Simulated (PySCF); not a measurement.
Static response to an electric field

Species: C3H2NO3S (charge -1).
Atom-mapped SMILES: `[N:1]#[C:2]/[CH:3]=[CH:4]\[S:5](=[O:6])(=[O:7])[O-:8]` (hydrogens: H9 on C3; H10 on C4)

Geometry (GFN2-xTB, Å), atoms numbered from 1 in this order:
```
atom  x, y, z in Å
N1     1.559    2.299   -0.489
C2     1.193    1.223   -0.285
C3     1.239   -0.177   -0.056
C4     0.173   -0.930    0.140
S5    -1.423   -0.087    0.109
O6    -2.143   -0.726   -0.986
O7    -1.051    1.304   -0.135
O8    -1.990   -0.345    1.427
H9     2.258   -0.564   -0.061
H10    0.194   -1.992    0.313
```

Level: CAM-B3LYP/def2-SVPD (PySCF), static field, nuclei fixed, core orbitals frozen in the response. The polarisability tensor in these axes (au):

```
x   88.09 14.59 -4.49
y   14.59 81.67 -5.01
z   -4.49 -5.01 58.61
```

Problem. Diagonalise the tensor; give its mean and Δα, where Δα² is half the sum of the squared differences of the eigenvalues.

Solution. Principal values 57.48, 70.03 and 100.86 au; mean 76.12 au = 11.28 Å³ = 12.55 × 10⁻⁴⁰ C²·m²/J; Δα = 38.67 au (51 % of the mean).

Problem. Form Σ f/ω² (atomic units) for the 8 lowest TDDFT singlets, given as eV and f, and set it beside the mean polarisability, which is this sum over all singlets: 4.79, 0.0044; 5.07, 0.0002; 5.59, 0.0030; 5.75, 0.1850; 6.36, 0.0003; 6.62, 0.0200; 6.66, 0.0008; 6.84, 0.0005.

Solution. They add up to 4.72 au, 6.2 % of the 76.12 au; the largest single term is 4.14 au, from the state at 5.75 eV. Terms in order: 0.14, 0.01, 0.07, 4.14, 0.00, 0.34, 0.01, 0.01 au. Higher excitations give the rest. The strengths listed sum to 0.214.

Problem. Give the principal axes and the span of the nuclei along them.

Solution. Largest value along (0.77, 0.62, -0.16), where the nuclei span 4.67 Å; middle along (-0.64, 0.76, -0.08), 3.55 Å; least along (0.07, 0.16, 0.98), 2.45 Å. The response follows the extents in order.

Problem. What depolarisation ratio follows for Rayleigh scattering of linearly polarised light, taking the static tensor?

Solution. ρ = 3Δα²/(45ᾱ² + 4Δα²) = 4486.3/(260763 + 5981.7) = 0.0168.

One conformer (not necessarily the lowest) at the GFN2-xTB geometry, without solvent, vibrations or thermal averaging.

These values come from a run that also computed excited states. Cost: about 1.6 min of CPU time on one thread (grids of density and orbitals included); the machine was shared, so the figure is rough.
